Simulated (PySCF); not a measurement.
# ZnO: script and output

Input:

```python
from pyscf import gto, scf

mol = gto.M(
    atom='Zn 0 0 0; O 0 0 1.665',
    basis='6-31g*',
    charge=0,
    spin=0,
    verbose=4,
)
mf = scf.RHF(mol)
field = 0.005  # electric field along z, atomic units
h = mf.get_hcore() + field*mol.intor('int1e_r')[2]
mf.get_hcore = lambda *args: h
e_nuc = mol.energy_nuc() - field*mol.atom_charges() @ mol.atom_coords()[:, 2]
mf.energy_nuc = lambda *args: e_nuc
mf.kernel()
mf.analyze()
print('orbital energies (hartree):', mf.mo_energy[..., max(0, mol.nelec[1]-3):mol.nelec[0]+3].round(4))
```

```bash
$ OMP_NUM_THREADS=1 python input.py
```

Output (some set-up lines removed):

```
PySCF version 2.14.0

[INPUT] verbose = 4
[INPUT] num. atoms = 2
[INPUT] num. electrons = 38
[INPUT] charge = 0
[INPUT] spin (= nelec alpha-beta = 2S) = 0
[INPUT] symmetry False subgroup None
[INPUT] Mole.unit = angstrom
[INPUT] Symbol           X                Y                Z      unit          X                Y                Z       unit  Magmom
[INPUT]  1 Zn     0.000000000000   0.000000000000   0.000000000000 AA    0.000000000000   0.000000000000   0.000000000000 Bohr   0.0
[INPUT]  2 O      0.000000000000   0.000000000000   1.665000000000 AA    0.000000000000   0.000000000000   3.146393997401 Bohr   0.0

nuclear repulsion = 76.2777961686487
number of shells = 18
number of NR pGTOs = 124
number of NR cGTOs = 48
basis = 6-31g*
ecp = {}

******** <class 'pyscf.scf.hf.RHF'> ********
method = RHF
initial guess = minao
damping factor = 0
level_shift factor = 0
DIIS = <class 'pyscf.scf.diis.CDIIS'>
diis_start_cycle = 1
diis_space = 8
diis_damp = 0
SCF conv_tol = 1e-09
SCF conv_tol_grad = None
SCF max_cycles = 50
direct_scf = True
direct_scf_tol = 1e-13
Set gradient conv threshold to 3.16228e-05
Initial guess from minao.
init E= -1851.7692028581
  HOMO = -0.425784326503041  LUMO = -0.171953185871592  gap/eV = 6.90710
cycle= 1 E= -1851.99782257816  delta_E= -0.229  |g|= 0.855  |ddm|=  1.5
  HOMO = -0.10712228288453  LUMO = -0.0105312648853193  gap/eV = 2.62838
cycle= 2 E= -1851.40569777598  delta_E= 0.592  |g|= 1.79  |ddm|= 1.62
  HOMO = -0.351842584532426  LUMO = -0.0648909553913803  gap/eV = 7.80835
cycle= 3 E= -1852.18543076724  delta_E= -0.78  |g|= 0.0722  |ddm|= 1.13
  HOMO = -0.35704205811331  LUMO = -0.0439570463369616  gap/eV = 8.51948
cycle= 4 E= -1852.18805141326  delta_E= -0.00262  |g|= 0.0305  |ddm|= 0.113
  HOMO = -0.354739587053796  LUMO = -0.0385185504446013  gap/eV = 8.60481
cycle= 5 E= -1852.18880057584  delta_E= -0.000749  |g|= 0.0237  |ddm|= 0.0528
  HOMO = -0.352302455258859  LUMO = -0.0354465228146861  gap/eV = 8.62209
cycle= 6 E= -1852.18942747071  delta_E= -0.000627  |g|= 0.0137  |ddm|= 0.0604
  HOMO = -0.351041924305196  LUMO = -0.0338184335405205  gap/eV = 8.63209
cycle= 7 E= -1852.18964012495  delta_E= -0.000213  |g|= 0.0079  |ddm|= 0.0368
  HOMO = -0.350109345949018  LUMO = -0.0322477372630079  gap/eV = 8.64945
cycle= 8 E= -1852.18972846251  delta_E= -8.83e-05  |g|= 0.00187  |ddm|= 0.0386
  HOMO = -0.349893573011219  LUMO = -0.0321393304302817  gap/eV = 8.64653
cycle= 9 E= -1852.18972994116  delta_E= -1.48e-06  |g|= 0.000241  |ddm|= 0.00391
  HOMO = -0.349919207412757  LUMO = -0.0321185433354185  gap/eV = 8.64780
cycle= 10 E= -1852.18972996704  delta_E= -2.59e-08  |g|= 4.89e-05  |ddm|= 0.000467
  HOMO = -0.34991314657834  LUMO = -0.0321237989642951  gap/eV = 8.64749
cycle= 11 E= -1852.18972996898  delta_E= -1.94e-09  |g|= 1.71e-05  |ddm|= 0.000157
  HOMO = -0.349910529490207  LUMO = -0.0321226902426464  gap/eV = 8.64745
cycle= 12 E= -1852.18972996924  delta_E= -2.59e-10  |g|= 3.47e-06  |ddm|= 4.35e-05
  HOMO = -0.349910393856339  LUMO = -0.0321226136380273  gap/eV = 8.64745
Extra cycle  E= -1852.18972996925  delta_E= -4.77e-12  |g|= 2.21e-06  |ddm|= 5.73e-06
converged SCF energy = -1852.18972996925
**** SCF Summaries ****
Total Energy =                       -1852.189729969247765
Nuclear Repulsion Energy =              76.151940408752637
One-electron Energy =                -2739.267242614661882
Two-electron Energy =                  810.925572236661537
Two-electron Coulomb Energy =          888.800337598092597
DFT Exchange-Correlation Energy =      -77.874765361431059
HOMO-LUMO gap [eV] =                     8.647445959959390
**** MO energy ****
[8 lines left out]
MO #9   energy= -3.87249894859188  occ= 2
MO #10  energy= -3.87249894859186  occ= 2
MO #11  energy= -1.14981461492387  occ= 2
MO #12  energy= -0.803486252371958 occ= 2
MO #13  energy= -0.803486252371948 occ= 2
MO #14  energy= -0.795639997537496 occ= 2
MO #15  energy= -0.795639997537494 occ= 2
MO #16  energy= -0.773788977909184 occ= 2
MO #17  energy= -0.3952843007947   occ= 2
MO #18  energy= -0.395284300794697 occ= 2
MO #19  energy= -0.349910393856339 occ= 2
MO #20  energy= -0.0321226136380273 occ= 0
MO #21  energy= 0.0804046176335027 occ= 0
MO #22  energy= 0.0804046176335069 occ= 0
[26 lines left out]
 ** Mulliken pop on meta-lowdin orthogonal AOs  **
 ** Mulliken pop  **
pop of  0 Zn 1s           2.00000
pop of  0 Zn 2s           1.99999
pop of  0 Zn 3s           1.99994
pop of  0 Zn 4s           0.99727
pop of  0 Zn 5s           0.00429
pop of  0 Zn 2px          2.00000
pop of  0 Zn 2py          2.00000
pop of  0 Zn 2pz          2.00000
pop of  0 Zn 3px          1.99998
pop of  0 Zn 3py          1.99998
pop of  0 Zn 3pz          1.99988
pop of  0 Zn 4px          0.06318
[36 lines left out]
 ** Mulliken atomic charges  **
charge of    0Zn =      0.91094
charge of    1O =     -0.91094
Dipole moment(X, Y, Z, Debye):  0.00000, -0.00000, -5.69682
orbital energies (hartree): [-0.3953 -0.3953 -0.3499 -0.0321  0.0804  0.0804]
```

In short: E(SCF) = -1852.189730 Eh, 12 cycles, μz(SCF) = -5.70 D.

Hardware: Arm Neoverse V2, 1 thread, shared host. Wall time 0.86 s.

Stability towards an unrestricted solution was not tested. The bond length is a typed value, not an optimised one.
